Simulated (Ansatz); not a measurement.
Job for Ansatz (an electronic-structure program): R-PBE0/def2-TZVPPD on HCl (SMILES Cl) with ghost functions, monomers drawn apart or pushed together. Files ending in .json are basis or fitting sets from the Basis Set Exchange.

Ansatz 0.2 input:
```yaml
crystal:
  periodic: [false, false, false]
  atoms:
    - {symbol: Cl, position_ang: [-0.50054367, 0.54831046, 4.83719940]}
    - {symbol: H, position_ang: [-0.39940717, 0.50935629, 3.53744875]}
basis:
  gaussian:
    orbitals: def2-TZVPPD.json
    ghost_atoms:
      - {symbol: O, position_ang: [0.04092865, 0.33230201, 0.25285459]}
      - {symbol: H, position_ang: [0.79409459, 0.84827547, -0.05584907]}
      - {symbol: H, position_ang: [0.18620983, -0.56719311, -0.06111981]}
hamiltonian:
  xc: {name: PBE0}
scf: {lower_state_search: off}
```

The log:

```
WARN ansatz: RAYON_NUM_THREADS=2 ignored (pool sized by the plan → 2); use --threads N
Functional definition: PBE0
these checks for a lower state are left out or cut short: stability, starts, cluster_reference, orbital_swaps, neighbouring_geometries, increment
integrals: 0.04 GiB planned
679 factors; their error is unknown
mean field: 0.37 GiB planned
mean field evaluation 1: about -12535.1111 eV, gradient 9.4e0 eV
mean field evaluation 2: about -12535.1759 eV, gradient 9.2e0 eV
mean field evaluation 4: about -12535.3351 eV, gradient 3.1e-1 eV
mean field evaluation 8: about -12535.3706 eV, gradient 9.6e-4 eV
mean field -12535.37055847 eV, -460.6663712444 hartree, gradient 9.2e-7 eV, S^2 0.000000; 0 other end points of the search recorded, 0 dependent functions left out
reference -12535.37059318 eV, -460.6663725201 hartree; 9, 9 occupied and 133, 133 virtual orbitals, 679 factors
Total energy: -12535.37059318 eV, -460.6663725201 hartree
Checks for a lower state left out: stability, starts, cluster_reference, orbital_swaps, neighbouring_geometries, increment
```

The run converged.

Cost: around 0.8 core-seconds (rough).
